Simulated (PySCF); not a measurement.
Bi(F)2(OMe) (CH3BiF2O), SMILES C[O][Bi]([F])[F]. Atoms are numbered in the order given.

```xyz
8

Bi    -0.3956     0.2181     0.0000
F     -0.2408    -1.1711     1.4863
F     -0.2408    -1.1711    -1.4863
O      1.6049     0.7521     0.0000
C      2.6086    -0.2503     0.0000
H      3.5897     0.2526     0.0000
H      2.5443    -0.8961     0.8940
H      2.5443    -0.8961    -0.8940
```
Charge 0, spin multiplicity 1.

Geometry: B3LYP-D3(BJ)/def2-SVP. The def2 effective core potentials stand for the cores of Bi; spin–orbit coupling is left out. The values are those of a single conformer.

Level of theory: TDA-PBE/def2-SVPD run with PySCF.

Vertical excitations.  State labels are in the subgroup Cs.

Computed lowest excited states:
```tsv
state	symmetry	energy (eV)	λ (nm)	f	main pairs
S1	A"	4.29	289	0.000	HOMO→LUMO+1 99 %
S2	A'	4.52	274	0.012	HOMO→LUMO 89 %
S3	A"	4.81	258	0.007	HOMO−1→LUMO 98 %
S4	A'	4.91	253	0.015	HOMO−1→LUMO+1 98 %
S5	A"	4.98	249	0.000	HOMO→LUMO+2 98 %
S6	A'	6.20	200	0.174	HOMO−1→LUMO+2 63 %, HOMO−2→LUMO+1 16 %
S7	A'	6.39	194	0.009	HOMO−3→LUMO 89 %
S8	A"	6.43	193	0.004	HOMO−3→LUMO+1 49 %, HOMO−2→LUMO 43 %
S9	A"	6.47	192	0.003	HOMO−4→LUMO+1 67 %, HOMO−3→LUMO+1 22 %
S10	A'	6.48	191	0.039	HOMO−4→LUMO 88 %
T1	A'	4.00	310	0	HOMO→LUMO 100 %
T2	A"	4.16	298	0	HOMO→LUMO+1 98 %
T3	A"	4.54	273	0	HOMO−1→LUMO 65 %, HOMO→LUMO+2 34 %
T4	A'	4.63	268	0	HOMO−1→LUMO+1 96 %
```
Triplets are in the Tamm–Dancoff approximation.
